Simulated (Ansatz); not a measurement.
A nudged elastic band was laid between two geometries of AlCl2FH2 (6 atoms, charge 0, multiplicity 1).

Method: RKS revPBE-D4/6-31G* (Ansatz).

```yaml
movable_images: 9
climbing_image: yes
spring: 5.0 eV/Å²
optimiser: quadratic models (default)
start_path: through a guess of the saddle point
force_threshold: 0.05 eV/Å
iteration_limit: 60
end_points: relaxed
```

Image 0:

```xyz
6
Properties=species:S:1:pos:R:3
Al 0.011 0.034 0.066
H 0.009 0.561 1.576
Cl 1.824 0.102 -1.040
Cl -1.814 0.036 -1.022
F 0.049 -1.902 0.775
H 0.050 -1.730 1.718
```

Image 10:

```xyz
6
Properties=species:S:1:pos:R:3
Al 0.022 -0.723 -0.369
H 0.017 0.205 1.882
Cl 1.820 0.260 -0.825
Cl -1.814 0.194 -0.808
F 0.053 -2.304 0.150
H 0.030 -0.530 2.043
```

(1) What changes between the two ends?

(2) What energy profile does the band end with?

(3) What is the geometry of the highest image?

(4) What are the harmonic wavenumbers there?

The band took 8 iterations and about 2.4 core-minutes.

Results:

(1) Bonds broken: Al1–H2, F5–H6. Bonds formed: H2–H6. AlCl2FH2 becomes AlCl2F + H2.

(2) The run converged. The highest image is number 3 of 0 to 10, 0.074 eV above the first end and 1.363 eV above the last; the last end lies 1.288 eV below the first. A vibrational analysis at the climbing image gives one clearly imaginary mode, 451i cm⁻¹: a first-order saddle point. The orbitals stay closed-shell, which can raise the energy where a bond breaks towards radicals; this wasn't checked here.

| image | path coordinate (Å) | energy (eV) | Al1–H2 (Å) | F5–H6 (Å) | H2–H6 (Å) |
| --- | --- | --- | --- | --- | --- |
| 0 | 0.00 | 0.000 | 1.60 | 0.96 | 2.30 |
| 1 | 0.25 | 0.012 | 1.61 | 0.97 | 1.96 |
| 2 | 0.50 | 0.044 | 1.63 | 0.99 | 1.64 |
| 3 | 0.75 | 0.074 | 1.67 | 1.06 | 1.33 |
| 4 | 0.96 | -0.023 | 1.74 | 1.21 | 1.10 |
| 5 | 1.17 | -0.409 | 1.82 | 1.42 | 0.90 |
| 6 | 1.38 | -0.826 | 1.95 | 1.64 | 0.80 |
| 7 | 1.59 | -1.082 | 2.09 | 1.86 | 0.76 |
| 8 | 1.80 | -1.214 | 2.24 | 2.09 | 0.76 |
| 9 | 2.01 | -1.274 | 2.35 | 2.34 | 0.75 |
| 10 | 2.22 | -1.288 | 2.43 | 2.59 | 0.75 |

(3) 
```xyz
6
Properties=species:S:1:pos:R:3:forces:R:3
Al 0.016 -0.175 -0.008 -0.01 0.00 -0.01
H 0.016 0.138 1.637 0.00 0.00 0.01
Cl 1.839 0.162 -1.010 0.00 0.00 0.00
Cl -1.830 0.096 -0.990 0.00 0.00 0.00
F 0.048 -1.927 0.839 0.00 0.00 -0.01
H 0.038 -1.192 1.603 0.00 0.00 0.01
```

(4) 451i, 134, 139, 226, 442, 463, 593, 609, 996, 1112, 1657, 2311 cm⁻¹.

The run took 2.4 min on 1 thread of AMD EPYC 7R43 64-Core Processor (Zen 3) (shared host), peak memory 0.18 GiB.
